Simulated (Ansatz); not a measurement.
Sb2, closed-shell singlet (the spin of the measured ground state), most abundant isotopes (120.9038 and 120.9038 u). Constants from fifth-degree fits in 1/R to seven points on the lowest solution found; no spin–orbit coupling, no relativity up to Kr; ω_e x_e and α_e move by some per cent with the fit.

Correlated levels freeze the inner cores; with def2 sets outer-core shells near the valence are correlated too.

Programs: Ansatz (Gaussian basis) for Hartree–Fock, density functionals and correlated methods.  In def2 rows elements past Kr take small-core potentials, without spin–orbit coupling.

Total energies (hartree; each atom in its lowest state at that level) and vibrational constants (cm⁻¹):

```json
[
 {"level": "PBE/def2-TZVPP", "E(Sb2) at r_e": "-480.532971", "E(Sb)": "-240.207425", "ω_e": "277", "ω_e x_e": "0.42"},
 {"level": "B3LYP/def2-TZVPP", "E(Sb2) at r_e": "-480.698131", "E(Sb)": "-240.293785", "ω_e": "286", "ω_e x_e": "0.42"},
 {"level": "wB97M-V/def2-TZVPP", "E(Sb2) at r_e": "-480.450509", "E(Sb)": "-240.179319", "ω_e": "320", "ω_e x_e": "0.38"},
 {"level": "CCSD(T)/def2-QZVPP", "E(Sb2) at r_e": "-479.648527", "E(Sb)": "-239.770196", "ω_e": "279", "ω_e x_e": "0.49"}
]
```

Question: Work out D_e and D₀ in eV.

Answer: 
D_e = E(Sb) + E(Sb) − E(molecule), times 27.2114 eV; D₀ = D_e − (ω_e/2 − ω_e x_e/4)/8065.54.
- PBE/def2-TZVPP: D_e = 3.214, zero point 0.017, D₀ = 3.197 eV
- B3LYP/def2-TZVPP: D_e = 3.009, zero point 0.018, D₀ = 2.991 eV
- wB97M-V/def2-TZVPP: D_e = 2.500, zero point 0.020, D₀ = 2.480 eV
- CCSD(T)/def2-QZVPP: D_e = 2.942, zero point 0.017, D₀ = 2.925 eV
No counterpoise correction is made.

Doubts at one or more of the structures used: a restricted determinant that unrestricted orbitals would lower (CCSD(T)/def2-QZVPP).

Ansatz is a quantum-chemistry and plane-wave program.
